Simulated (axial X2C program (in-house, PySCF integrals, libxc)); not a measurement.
# Nuclear properties of WO⁺

Calculated with an axial X2C code built on PySCF integrals: two-component X2C with atomic mean-field Coulomb and Gaunt terms, Gaussian nuclei, basis W dyall-cv3z, O dyall-av3z with contracted cores.

R = 1.631 Å (near the PBE0 minimum at charge 1 of the determinant lowest at the starting distance; the state shown can have its own minimum elsewhere).

Determinant lowest in the PBE0 search, Ω = 3/2 (⟨Sz⟩ = 1.49, ⟨Lz⟩ = 0.01 at PBE0), spin on the atoms W 1.63, O -0.13:

| level | Eeff magnitude (GV/cm) | Ws magnitude W (kHz) | A∥/gI W (MHz) | qzz W (a.u.) | A∥/gI O (MHz) | qzz O (a.u.) |
| --- | --- | --- | --- | --- | --- | --- |
| PBE0 | 14.1 | 8.3 | 5440 | 0.86 | 17.2 | -0.62 |
| HF | 15.3 | 7.99 | 4950 | 0.35 | -6.6 | -0.96 |
| BHandHLYP | 12.8 | 7.28 | 5500 | 0.87 | 12 | -0.66 |
| LDA | 16.8 | 10.2 | 5630 | 0.88 | 20.3 | -0.59 |
| TPSSh | 11.8 | 6.92 | 5390 | 0.68 | 19.2 | -0.63 |

Determinant 1.02 eV from it at PBE0 and this distance, Ω = 1/2 (⟨Sz⟩ = 0.51, ⟨Lz⟩ = -0.01 at PBE0), spin on the atoms W 0.54, O -0.03:

```json
{"level": "PBE0", "Eeff magnitude (GV/cm)": "10.9", "Ws magnitude W (kHz)": "20.9", "A∥/gI W (MHz)": "19300", "qzz W (a.u.)": "1.03", "A∥/gI O (MHz)": "45.2", "qzz O (a.u.)": "-0.55"}
{"level": "HF", "Eeff magnitude (GV/cm)": "17.7", "Ws magnitude W (kHz)": "34", "A∥/gI W (MHz)": "18900", "qzz W (a.u.)": "1.41", "A∥/gI O (MHz)": "46.4", "qzz O (a.u.)": "-0.59"}
{"level": "BHandHLYP", "Eeff magnitude (GV/cm)": "11.3", "Ws magnitude W (kHz)": "21.3", "A∥/gI W (MHz)": "19400", "qzz W (a.u.)": "1.22", "A∥/gI O (MHz)": "39.7", "qzz O (a.u.)": "-0.57"}
{"level": "LDA", "Eeff magnitude (GV/cm)": "13.7", "Ws magnitude W (kHz)": "26.5", "A∥/gI W (MHz)": "19400", "qzz W (a.u.)": "0.96", "A∥/gI O (MHz)": "52.7", "qzz O (a.u.)": "-0.56"}
{"level": "TPSSh", "Eeff magnitude (GV/cm)": "8.48", "Ws magnitude W (kHz)": "16.3", "A∥/gI W (MHz)": "19300", "qzz W (a.u.)": "0.75", "A∥/gI O (MHz)": "46.2", "qzz O (a.u.)": "-0.58"}
```

Eeff is the effective electric field on the electron electric dipole moment in this Ω state and Ws the scalar–pseudoscalar constant of the nucleus named (defined with the proton number Z and per Ω); A∥ (defined per Ω) follows by multiplying with gI = μI/(I μN); qzz is the electric field gradient, eQq0 = 234.96 MHz × Q/barn × qzz. The operators were transformed with the bare-nucleus X2C matrices; with these basis sets, hyperfine constants and field gradients can be off by tens of per cent, and where levels differ in sign neither size nor sign is settled.

Problem. With gI(183W) = 0.2356, Q(17O) = -0.02558 barn (g factors from the IAEA table of nuclear moments by Stone; Q from Pyykkö, Mol. Phys. 2018), turn the PBE0 values of the first state into constants in MHz.

Solution. A∥(183W) = 5440 × 0.2356 = 1280 MHz; eQq0(17O) = 234.96 × (-0.02558) × (-0.62) = 3.73 MHz.

Each state is one determinant with collinear spin, which with several unpaired electrons need not be a pure state. Unrestricted Hartree–Fock can overshoot spin polarisation at the nuclei. This is the top spin component of a Σ state; components of lower Ω are not single determinants and can lie lower. With several open shells hyperfine constants can be off by a factor of several. Where Eeff spreads by more than a factor of two the levels disagree and none is to be relied on. The search compared states at one distance, so a state with another bond length can lie lower. Further determinants of the search, some of them spin-mixed, are not shown. Where a field gradient or hyperfine factor spreads by more than a factor of two over the levels, a constant derived from it is not to be relied on. PBE0 term energies can be off by some tenths of an eV.
